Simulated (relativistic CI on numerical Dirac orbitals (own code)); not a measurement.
**Level scheme of Ga XVIII**

These numbers are calculated, not measured: Dirac-Coulomb-Breit CI, separate exchange-only KLI orbitals for each configuration, model QED (radiative potential, 1s self-energy scaled to tabulated hydrogen-like ionisation energies), unscaled Slater integrals (own radial code, finite nucleus).

CI space (outside the closed core [Ne]): 3s²3p², 3s3p³, 3s²3p3d, 3p⁴, 3s3p²3d, 3p³3d, 3s3p3d², 3s²3d4p, 3s²3p4s, 3p³4s, 3p³4p, 3s²3p4p, 3s3p3d4s, 3s²3p4d, 3s3p²4s, 3s²3p4f, 3s3p²4p, 3p²3d4p, 3s3p²4d, 3s3p²4f, 3s²3p5s, 3s²3p5p, 3s²4s4p, 3s²3p5d, 3s²3p5f, 3s²3p5g, 3s3p4s², 3s3p²5s, 3s²3d², 3s3d³, 3p²3d², 3p3d³, 3p3d²4s, 3p3d²4p, 3p3d²4d, 3s²3d4s, 3s3d²4s, 3s3p3d4p, 3s3d²4p, 3s3d4s4p, 3s3d4p², 3s3d4p4d, 3p²3d4s, 3p3d4s², 3p3d4s4p, 3p3d4s4d, 3s²4s², 3s3d4s², 3s²4p², 3s3p4s4p, 3s4s²4p, 3s4s4p², 3s4s4p4d. Double excitations out of closed p, d and f shells are left out; levels of such configurations are missing from the list, as are those of other unlisted configurations, and high levels can miss mixing partners. These lack a partner that the ground configuration has and come out too high: 3s3p²4d, 3s3p²4f, 3s3p²5s, 3s²3p4f, 3s²3p5s.

The lowest level is 3s²3p² ³P0, with 89 % of that term; Hund's rules for 3s²3p² give ³P with J = 0, in agreement.

| No. | Configuration | Term | J | E (eV) | % | Landé g | jj configuration (%) |
| --- | --- | --- | --- | --- | --- | --- | --- |
| 1 | 3s²3p² | ³P | 0 | 0.000 | 89 |  | 3p1/2^2 (87) |
| 2 | 3s²3p² | ³P | 1 | 3.427 | 97 | 1.500 | 3p1/2 3p3/2 (97) |
| 3 | 3s²3p² | ³P | 2 | 5.662 | 74 | 1.381 | 3p1/2 3p3/2 (79) |
| 4 | 3s²3p² | ¹D | 2 | 11.850 | 74 | 1.116 | 3p3/2^2 (79) |
| 5 | 3s²3p² | ¹S | 0 | 19.189 | 88 |  | 3p3/2^2 (86) |
| 6 | 3s3p³(4S°) | ⁵S° | 2 | 39.582 | 96 | 1.980 | 3s 3p1/2 3p3/2^2 (49) |
| 7 | 3s3p³(2D°) | ³D° | 1 | 51.461 | 78 | 0.595 | 3s 3p3/2 (45) |
| 8 | 3s3p³(2D°) | ³D° | 2 | 51.595 | 76 | 1.215 | 3s 3p1/2 3p3/2^2 (56) |
| 9 | 3s3p³(2D°) | ³D° | 3 | 52.888 | 88 | 1.332 | 3s 3p1/2 3p3/2^2 (88) |
| 10 | 3s3p³(2P°) | ³P° | 0 | 59.364 | 89 |  | 3s 3p1/2 3p3/2^2 (89) |
| 11 | 3s3p³(2P°) | ³P° | 1 | 59.750 | 80 | 1.420 | 3s 3p1/2 3p3/2^2 (63) |
| 12 | 3s3p³(2P°) | ³P° | 2 | 59.947 | 58 | 1.375 | 3s 3p3/2^3 (39) |
| 13 | 3s3p³(2D°) | ¹D° | 2 | 65.348 | 41 | 1.085 | 3s 3p3/2^3 (31) |
| 14 | 3s3p³(4S°) | ³S° | 1 | 73.047 | 66 | 1.686 | 3s 3p1/2 3p3/2^2 (57) |
| 15 | 3s²3p3d | ³F° | 2 | 73.910 | 94 | 0.680 | 3p1/2 3d3/2 (72) |
| 16 | 3s²3p3d | ³F° | 3 | 75.922 | 95 | 1.085 | 3p1/2 3d5/2 (57) |
| 17 | 3s3p³(2P°) | ¹P° | 1 | 79.170 | 57 | 1.293 | 3s 3p3/2^3 (56) |
| 18 | 3s²3p3d | ³F° | 4 | 79.256 | 97 | 1.249 | 3p3/2 3d5/2 (97) |
| 19 | 3s²3p3d | ³P° | 2 | 83.433 | 49 | 1.299 | 3p1/2 3d5/2 (73) |
| 20 | 3s²3p3d | ³D° | 1 | 84.912 | 49 | 0.912 | 3p1/2 3d3/2 (69) |
| 21 | 3s²3p3d | ¹D° | 2 | 87.402 | 35 | 1.079 | 3p3/2 3d3/2 (39) |
| 22 | 3s²3p3d | ³P° | 0 | 87.797 | 88 |  | 3p3/2 3d3/2 (88) |
| 23 | 3s²3p3d | ³P° | 1 | 88.591 | 51 | 1.099 | 3p3/2 3d3/2 (76) |
| 24 | 3s²3p3d | ³D° | 3 | 88.779 | 83 | 1.319 | 3p3/2 3d5/2 (50) |
| 25 | 3s²3p3d | ³D° | 2 | 89.326 | 45 | 1.278 | 3p3/2 3d5/2 (49) |
| 26 | 3s²3p3d | ¹F° | 3 | 96.837 | 94 | 1.009 | 3p3/2 3d5/2 (39) |
| 27 | 3s²3p3d | ¹P° | 1 | 99.601 | 83 | 0.988 | 3p3/2 3d5/2 (65) |
| 28 | 3p⁴ | ³P | 2 | 104.958 | 49 | 1.412 | 3p3/2^2 (58) |
| 29 | 3s3p²(3P)<4P>3d | ⁵F | 1 | 108.862 | 42 | 0.845 | 3s 3p1/2^2 3d3/2 (31) |
| 30 | 3s3p²(3P)<4P>3d | ⁵F | 1 | 109.314 | 53 | 0.699 | 3s 3p1/2 3p3/2 3d3/2 (29) |

Energies count from the lowest computed level; ° marks odd parity. Percentages are summed over parent terms; the parents shown are those of the largest component, closed shells are left out there, and <> holds an intermediate term. Filled j subshells are mostly left out of the jj labels.

The mean weight of the leading LS term, summed over parents, in these 30 levels is 72 %, and that of the leading jj configuration (from the same eigenvectors) 63 %.

At this charge energies of transitions that change n are usually good to better than 1 %, and those within a shell (Δn = 0) to a few per cent.

LS names give the leading component of a level, which can be under half, so a name can repeat, a term be missing and a line seem to break the LS rules.
